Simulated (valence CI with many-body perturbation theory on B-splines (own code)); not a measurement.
## Tl LXXVI: electric-dipole lines

Method: configuration interaction combined with many-body perturbation theory (CI+MBPT): four valence electrons over a frozen Dirac-Fock core [He], radial functions for each j: 11 s, 11 p, 9 d, 7 f, 5 g, 2 h, 1 i, with the one-electron correlation potential Σ1, the two-electron term Σ2, the three-electron term Σ3, Breit, model QED; selected CI, second order for the rest (own B-spline code, finite nucleus).

The last digits are not significant, and no measured levels were compared; by estimate large intervals hold to a few tenths of a per cent, small ones and those within an open d or f shell to about a per cent. Among the levels kept, up to 310 cm⁻¹ of a level comes from second order outside the variational space, and about a tenth of that is noise between levels of different J, which matters for small intervals.

Lines 101 to 150 of 248 in falling wavelength, among levels below 16474 eV, chosen from the strongest by gf and those to the six lowest levels. Wavelengths and rates use the calculated energies. Electric multipoles are in the length gauge, E1 and E2 with the static RPA response of the core. Weak lines are less certain than strong ones. Lines between different terms over intervals too small for the method are left out, as are lines whose strength nearly cancels. The highest levels of a list are the least certain.

Levels are named by their leading jj configuration (3d3/2^4 stands for four electrons in 3d with j = 3/2), which in mixed levels can hold well under half, so a name can repeat and another be missing. Letters in brackets count levels of one name in rising energy.

| λ vac (Å) | Upper | Lower | A (s⁻¹) | S (a.u.) |
| --- | --- | --- | --- | --- |
| 4.691 | (2s 2p3/2^3) J=1 | (2s^2 2p3/2^2) J=2 | 4.19e+13 | 6.40e-03 |
| 4.676 | (2p1/2^2 2p3/2^2) J=2 | (2s 2p1/2^2 2p3/2) J=2 | 2.35e+13 | 5.92e-03 |
| 4.634 | (2p1/2 2p3/2^3) J=2 | (2s 2p1/2 2p3/2^2) J=3 | 1.20e+13 | 2.95e-03 |
| 1.166 | (2s 2p1/2^2 3s) J=1 | (2s 2p1/2^2 2p3/2) J=1 | 5.68e+13 | 1.33e-04 |
| 1.161 | (2s 2p1/2^2 3s) J=0 | (2s 2p1/2^2 2p3/2) J=1 | 3.45e+14 | 2.67e-04 |
| 1.161 | (2p1/2^2 2p3/2 3s) J=2 | (2p1/2^2 2p3/2^2) J=2 | 1.85e+14 | 7.13e-04 |
| 1.160 | (2p1/2^2 2p3/2 3s) J=1 | (2p1/2^2 2p3/2^2) J=2 | 3.04e+14 | 7.02e-04 |
| 1.156 | (2s 2p1/2 2p3/2 3s) J=3 | (2s 2p1/2 2p3/2^2) J=3 | 1.66e+14 | 8.88e-04 |
| 1.155 | (2s 2p1/2 2p3/2 3s) J=2 [a] | (2s 2p1/2 2p3/2^2) J=2 [a] | 1.65e+14 | 6.28e-04 |
| 1.155 | (2s 2p1/2^2 3s) J=1 | (2s 2p1/2^2 2p3/2) J=2 | 3.11e+14 | 7.09e-04 |
| 1.154 | (2s^2 2p1/2 3s) J=1 | (2s^2 2p1/2 2p3/2) J=2 | 3.04e+14 | 6.92e-04 |
| 1.153 | (2s 2p1/2 2p3/2 3s) J=2 [b] | (2s 2p1/2 2p3/2^2) J=3 | 2.55e+14 | 9.63e-04 |
| 1.152 | (2s^2 2p1/2 3s) J=0 | (2s^2 2p1/2 2p3/2) J=1 | 3.69e+14 | 2.78e-04 |
| 1.152 | (2s 2p1/2 2p3/2 3s) J=1 [a] | (2s 2p1/2 2p3/2^2) J=2 [a] | 2.79e+14 | 6.31e-04 |
| 1.152 | (2s^2 2p1/2 3s) J=1 | (2s^2 2p1/2 2p3/2) J=1 | 5.99e+13 | 1.36e-04 |
| 1.151 | (2s^2 2p3/2 3s) J=2 | (2s^2 2p3/2^2) J=2 | 1.88e+14 | 7.08e-04 |
| 1.150 | (2s^2 2p3/2 3s) J=1 | (2s^2 2p3/2^2) J=2 | 3.11e+14 | 7.00e-04 |
| 1.081 | (2s 2p1/2^2 3d3/2) J=1 | (2s 2p1/2^2 2p3/2) J=1 | 2.90e+14 | 5.43e-04 |
| 1.080 | (2s 2p1/2^2 3d3/2) J=2 | (2s 2p1/2^2 2p3/2) J=1 | 1.56e+13 | 4.85e-05 |
| 1.071 | (2s 2p1/2^2 3d3/2) J=1 | (2s 2p1/2^2 2p3/2) J=2 | 6.43e+13 | 1.17e-04 |
| 1.071 | (2s 2p1/2 2p3/2 3d3/2) J=2 [a] | (2s 2p1/2 2p3/2^2) J=2 [a] | 2.06e+14 | 6.24e-04 |
| 1.071 | (2s 2p1/2^2 3d3/2) J=2 | (2s 2p1/2^2 2p3/2) J=2 | 3.87e+14 | 1.17e-03 |
| 1.071 | (2s^2 2p1/2 3d3/2) J=2 | (2s^2 2p1/2 2p3/2) J=2 | 3.48e+14 | 1.05e-03 |
| 1.070 | (2s 2p1/2 2p3/2 3d3/2) J=2 [b] | (2s 2p1/2 2p3/2^2) J=3 | 2.88e+14 | 8.71e-04 |
| 1.069 | (2s^2 2p1/2 3d3/2) J=2 | (2s^2 2p1/2 2p3/2) J=1 | 3.85e+13 | 1.16e-04 |
| 1.068 | (2s^2 2p1/2 3d3/2) J=1 | (2s^2 2p1/2 2p3/2) J=2 | 6.12e+13 | 1.10e-04 |
| 1.068 | (2s 2p1/2 2p3/2 3d5/2) J=2 [a] | (2s 2p1/2 2p3/2^2) J=1 [a] | 3.17e+14 | 9.51e-04 |
| 1.067 | (2s^2 2p3/2 3d3/2) J=2 | (2s^2 2p3/2^2) J=2 | 2.27e+14 | 6.81e-04 |
| 1.066 | (2s^2 2p1/2 3d3/2) J=1 | (2s^2 2p1/2 2p3/2) J=1 | 3.29e+14 | 5.90e-04 |
| 1.066 | (2s^2 2p3/2 3d3/2) J=3 | (2s^2 2p3/2^2) J=2 | 6.32e+13 | 2.65e-04 |
| 1.066 | (2s^2 2p3/2 3d3/2) J=1 | (2s^2 2p3/2^2) J=2 | 4.19e+14 | 7.51e-04 |
| 1.066 | (2s 2p1/2 2p3/2 3d5/2) J=1 [a] | (2s 2p1/2 2p3/2^2) J=1 [a] | 5.77e+14 | 1.03e-03 |
| 1.065 | (2s 2p1/2 2p3/2 3d5/2) J=3 [b] | (2s 2p1/2 2p3/2^2) J=2 [b] | 2.08e+14 | 8.69e-04 |
| 1.064 | (2s 2p1/2 2p3/2 3d5/2) J=2 [b] | (2s 2p1/2 2p3/2^2) J=1 [b] | 5.64e+14 | 1.68e-03 |
| 1.064 | (2s 2p1/2 2p3/2 3d5/2) J=2 [b] | (2s 2p1/2 2p3/2^2) J=2 [b] | 9.01e+14 | 2.68e-03 |
| 1.063 | (2s 2p1/2 2p3/2 3d5/2) J=1 [a] | (2s 2p1/2 2p3/2^2) J=0 | 1.44e+15 | 2.56e-03 |
| 1.063 | (2s 2p1/2 2p3/2 3d5/2) J=1 [b] | (2s 2p1/2 2p3/2^2) J=1 [b] | 1.56e+15 | 2.77e-03 |
| 1.063 | (2s 2p1/2^2 3d5/2) J=2 | (2s 2p1/2^2 2p3/2) J=1 | 1.98e+15 | 5.85e-03 |
| 1.063 | (2s 2p1/2 2p3/2 3d5/2) J=1 [b] | (2s 2p1/2 2p3/2^2) J=2 [b] | 4.11e+14 | 7.31e-04 |
| 1.062 | (2s 2p1/2 2p3/2 3d5/2) J=0 | (2s 2p1/2 2p3/2^2) J=1 [b] | 2.28e+15 | 1.35e-03 |
| 1.056 | (2s^2 2p3/2 3d5/2) J=1 | (2s^2 2p3/2^2) J=0 | 2.15e+15 | 3.75e-03 |
| 1.056 | (2s 2p1/2^2 3d5/2) J=3 | (2s 2p1/2^2 2p3/2) J=2 | 2.21e+15 | 8.99e-03 |
| 1.055 | (2s 2p1/2 2p3/2 3d5/2) J=3 [b] | (2s 2p1/2 2p3/2^2) J=3 | 1.70e+15 | 6.89e-03 |
| 1.055 | (2s 2p1/2 2p3/2 3p3/2) J=3 [a] | (2s^2 2p3/2^2) J=2 | 1.61e+13 | 6.55e-05 |
| 1.055 | (2s 2p1/2 2p3/2 3d5/2) J=4 [b] | (2s 2p1/2 2p3/2^2) J=3 | 2.83e+15 | 1.48e-02 |
| 1.055 | (2s 2p1/2 2p3/2 3d5/2) J=2 [a] | (2s 2p1/2 2p3/2^2) J=2 [a] | 1.49e+15 | 4.31e-03 |
| 1.055 | (2s^2 2p1/2 3d5/2) J=2 | (2s^2 2p1/2 2p3/2) J=2 | 2.27e+14 | 6.56e-04 |
| 1.054 | (2s 2p1/2 2p3/2 3d5/2) J=3 [a] | (2s 2p1/2 2p3/2^2) J=2 [a] | 2.94e+15 | 1.19e-02 |
| 1.054 | (2s 2p1/2 2p3/2 3d5/2) J=2 [b] | (2s 2p1/2 2p3/2^2) J=3 | 3.55e+14 | 1.03e-03 |
| 1.054 | (2s^2 2p1/2 3d5/2) J=3 | (2s^2 2p1/2 2p3/2) J=2 | 2.22e+15 | 8.96e-03 |
